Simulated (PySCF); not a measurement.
Mg(OH)(OMe) (CH4MgO2), SMILES [Mg]([OH])[O]C.

Coordinates come from a B3LYP-D3(BJ)/def2-SVP optimisation. Other conformers were not sampled.

The numbers are results of r2SCAN/def2-TZVPD run with PySCF, not measurements.

The molecule is in vacuum.

Computed frontier levels, gap, dipole moment and polarisability:
| Item | Result |
|---|---|
| highest occupied level | -5.89 eV |
| lowest empty level | -1.29 eV |
| orbital gap | 4.59 eV |
| dipole moment | 0.54 D |
| quadrupole, principal values (traceless, Buckingham form, about the centre of nuclear charge) | -3.79, 1.89, 1.89 D·Å |
| mean static polarisability | 44.9 bohr³ (6.66 Å³) |
| polarisability, principal values | 40.4, 40.4, 54.0 bohr³ |
